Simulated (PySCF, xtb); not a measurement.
ClFHNOW, SMILES [F][W](=[NH])(=[O])[Cl], multiplicity 1.

Harmonic wavenumbers (cm⁻¹) from GFN2-xTB (xtb) at its own minimum, in rising order: 136, 160, 176, 206, 245, 337, 413, 577, 688, 856, 903, 3351.

What does PySCF with PBE0-D3(BJ)/def2-SVP give at its own minimum? (An estimate is asked for; the answer gives what the named calculation found.)

141, 182, 231, 250, 325, 416, 547, 653, 708, 1023, 1064, 3653. Paired by order, the mean absolute difference is 95 cm⁻¹ and the zero-point energies are 11.5 and 13.1 kcal/mol.
